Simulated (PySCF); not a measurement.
Computed with PBE-D3(BJ)/def2-TZVP // B3LYP-D3(BJ)/def2-TZVP (PySCF 2.14.0). Gas-phase values, no solvent. One relaxed conformer stands for a flexible species; it need not be the lowest. Excitations are Tamm–Dancoff values on a coarser integration grid. The basis has no diffuse functions, so Rydberg states are missing or too high.

Reference species (SMILES): `B=BN=B` (B–B–N–B torsion 19°) (neutral, multiplicity 1).

```json
{
 "T1 excitation (TDA)": "2.12 eV",
 "S1–T1 gap (TDA)": "0.46 eV",
 "HOMO–LUMO gap": "-0.26 eV"
}
```

Changed species: `B1(B=B1)N` (H–N–B–B torsion 90°).

### Question
Predict the effect on the T1 excitation (TDA), S1–T1 gap (TDA) and HOMO–LUMO gap.

### Answer
the T1 excitation (TDA) falls by 1.17 eV, to 0.95 eV; the S1–T1 gap (TDA) rises by 0.17 eV, to 0.63 eV; the HOMO–LUMO gap rises by 1.65 eV, to 1.39 eV.
